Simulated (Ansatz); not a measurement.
Cl2H2S2Si, SMILES `S[Si](S)(Cl)Cl`. Charge 0, multiplicity 1. The structure was optimised at the PBE0-D4/def2-TZVP level. It is one conformer, not always the lowest.

```xyz
7

S     1.260    0.668   -1.455
Si   -0.094    0.066    0.049
S     0.493   -1.902    0.539
Cl   -0.033    1.241    1.721
Cl   -2.010    0.198   -0.653
H     0.404    1.562   -1.981
H    -0.020   -1.832    1.780
```

(1) What is the dipole moment at PBE/def2-TZVPP? (Estimate.)

(2) And with r2SCAN, B3LYP, ωB97M-V? (Best estimate.)

(3) Give the Mulliken charges with PBE, B3LYP, r2SCAN in def2-TZVPP. (An estimate is asked.)

Answers

(1) The calculation gave: 0.18 D, with components (-0.14, 0.10, 0.07) D in this frame, pointing from negative to positive charge.

(2) Computed: r2SCAN 0.22 D, B3LYP 0.16 D, ωB97M-V 0.18 D.

(3) The calculation gave: 
```
atom    PBE  B3LYP  r2SCAN
  S1  -0.20  -0.21   -0.22
 Si2   0.51   0.61    0.64
  S3  -0.20  -0.21   -0.22
 Cl4  -0.18  -0.21   -0.21
 Cl5  -0.18  -0.21   -0.21
  H6   0.13   0.12    0.12
  H7   0.13   0.12    0.12
```

B3LYP here is the variant with VWN-RPA as its local correlation; programs differ in this.
